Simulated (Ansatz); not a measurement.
AlBr3, SMILES `[Br][Al]([Br])[Br]` with one electron removed (charge 1, multiplicity 2), frozen-core CCSD(T)/cc-pVTZ // B3LYP-D3(BJ)/def2-TZVP run with Ansatz (an electronic-structure program). The run hit its time limit unfinished.

Ansatz 0.2 input:
```yaml
crystal:
  periodic: [false, false, false]
  atoms:
    - { symbol: Br, position_ang: [-1.882519, -1.202267, -0.149061] }
    - { symbol: Al, position_ang: [-0.000118, 0.000001, 0.000518] }
    - { symbol: Br, position_ang: [1.979018, -1.034247, 0.158521] }
    - { symbol: Br, position_ang: [-0.096381, 2.236513, -0.009977] }
basis:
  gaussian: { orbitals: cc-pVTZ }
correlation:
  method: ccsd_t
total_charge: 1
magnetization:
  spin_polarized: true
  initial_magnetization: 1
```

The last lines of the output:

```
determinant -216579.74761176 eV, -7959.1589217067 hartree, with singles and doubles -216599.63939475 eV, -7959.8899312485 hartree
determinant -216579.74741473 eV, -7959.1589144660 hartree, with singles and doubles -216599.63921917 eV, -7959.8899247960 hartree
determinant -216579.51091518 eV, -7959.1502232676 hartree, with singles and doubles -216599.35163756 eV, -7959.8793563667 hartree
determinant -216579.51061016 eV, -7959.1502120586 hartree, with singles and doubles -216599.35136641 eV, -7959.8793464020 hartree
determinant -216579.39925014 eV, -7959.1461196532 hartree, with singles and doubles -216599.68662577 eV, -7959.8916669562 hartree
determinant -216579.39908885 eV, -7959.1461137258 hartree, with singles and doubles -216599.68651074 eV, -7959.8916627290 hartree
determinant -216579.39888918 eV, -7959.1461063881 hartree, with singles and doubles -216599.68637800 eV, -7959.8916578510 hartree
determinant -216579.23649562 eV, -7959.1401385348 hartree, with singles and doubles -216599.73652291 eV, -7959.8935006422 hartree
determinant -216579.05445741 eV, -7959.1334487540 hartree, with singles and doubles -216599.34183563 eV, -7959.8789961524 hartree
determinant -216578.68374419 eV, -7959.1198252944 hartree, with singles and doubles -216599.14730978 eV, -7959.8718474591 hartree
determinant -216578.68373201 eV, -7959.1198248468 hartree, with singles and doubles -216599.14730344 eV, -7959.8718472262 hartree
determinant -216578.68367777 eV, -7959.1198228538 hartree, with singles and doubles -216599.14726792 eV, -7959.8718459210 hartree
determinant -216578.61696654 eV, -7959.1173712611 hartree, with singles and doubles -216599.13674062 eV, -7959.8714590498 hartree
determinant -216577.91247420 eV, -7959.0914816451 hartree, with singles and doubles -216598.51692272 eV, -7959.8486811622 hartree
determinant -216577.17057694 eV, -7959.0642174239 hartree, with singles and doubles -216597.72502557 eV, -7959.8195794785 hartree
determinant -216579.74790797 eV, -7959.1589325920 hartree, with singles and doubles -216599.71791927 eV, -7959.8928169714 hartree
determinant -216579.74761176 eV, -7959.1589217067 hartree, with singles and doubles -216599.71774416 eV, -7959.8928105362 hartree
determinant -216579.74741473 eV, -7959.1589144660 hartree, with singles and doubles -216599.71761959 eV, -7959.8928059581 hartree
determinant -216579.51091518 eV, -7959.1502232676 hartree, with singles and doubles -216599.38481193 eV, -7959.8805755022 hartree
```
